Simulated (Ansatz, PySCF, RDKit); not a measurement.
Complex: HF (SMILES F) (first 2 atoms) with CH6Si (SMILES C[SiH3]); geometry from B3LYP-D3(BJ)/def2-TZVP.
(charge 0, multiplicity 1):
```xyz
10

F      0.46225     0.63421    -0.36073
H      0.76977     0.16003     0.38074
C     -1.20135     0.51992     2.65562
Si     0.29640    -0.53795     3.01896
H     -0.90476     1.52910     2.36631
H     -1.84173     0.59050     3.53665
H     -1.78828     0.09705     1.83901
H      1.17026    -0.63096     1.80878
H     -0.07818    -1.92563     3.37320
H      1.13239     0.03694     4.09694
```

Interaction energies are E(AB) − E(A) − E(B) at the monomers' geometry in the complex; basis-set methods are counterpoise corrected. Rows marked so take none. RDKit's UFF carries no charges.

Rows in 6-31G* carry no dispersion term and start afresh at each structure (6-31G* with six Cartesian d functions). MP2/6-31G* freezes PySCF's default core.

Programs: Ansatz (Gaussian orbitals); PySCF for 6-31G* rows, the dispersion terms; RDKit for the force fields. Values without a source in brackets are computed.

### Question
One of these levels gives -121.7 meV for the interaction energy. Which one is it?
(A) BLYP-D4/def2-TZVPPD
(B) BP86/6-31G* (no counterpoise)
(C) MP2/6-31G*
(D) UFF

### Answer
A, BLYP-D4/def2-TZVPPD. The others give 1193.9 (UFF), -101.8 (BP86/6-31G* (no counterpoise)), -4.8 (MP2/6-31G*)

Ansatz is a program for electronic structure.
